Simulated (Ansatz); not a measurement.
# Ligand exchange: Si(CH3)(OH)2(SiH3) + GeH3Br → SiH(OH)2(SiH3) + GeH2(CH3)Br

Species: Si(CH3)(OH)2(SiH3), singlet; GeH3Br `[GeH3][Br]`, singlet; SiH(OH)2(SiH3), singlet; GeH2(CH3)Br, singlet. The partners trade CH3 for H: Si–CH3 and Ge–H bonds give way to Si–H and Ge–CH3.

Shapes, held fixed at every level: PBE0-D4/def2-TZVP. Flexible molecules stand in one conformer, not always the lowest. Programs: Ansatz 0.2.0. Electronic energies: no zero-point or thermal term.

Task: Estimate ΔE of this reaction.

Result: The highest level, CCSD(T)/def2-TZVPP, gives ΔE = +3.5 kJ/mol; the levels span +1.1 to +9.4. That is about zero within the method's error. The column of differences is taken from that level and isn't an error. No measured value is set beside it here. Relativity is left out for Br, Ge unless named. Correlated rows may include outer-core shells of Br, Ge, which these sets cover unevenly.

```tsv
level	kind	ΔE (kJ/mol)	less CCSD(T)/def2-TZVPP
HF/def2-TZVPP	Hartree–Fock	+4.4	+0.9
r2SCAN-D4/def2-TZVPP	meta-GGA	+9.4	+5.9
B3LYP-D4/def2-TZVPP	global hybrid	+8.0	+4.5
PBE0-D4/def2-TZVPP	global hybrid	+8.6	+5.1
wB97M-V/def2-TZVPP	range-separated hybrid	+8.5	+5.0
MP2/def2-TZVPP	perturbation theory	+1.1	-2.4
CCSD(T)/def2-TZVPP	coupled cluster or CI	+3.5	0.0
```
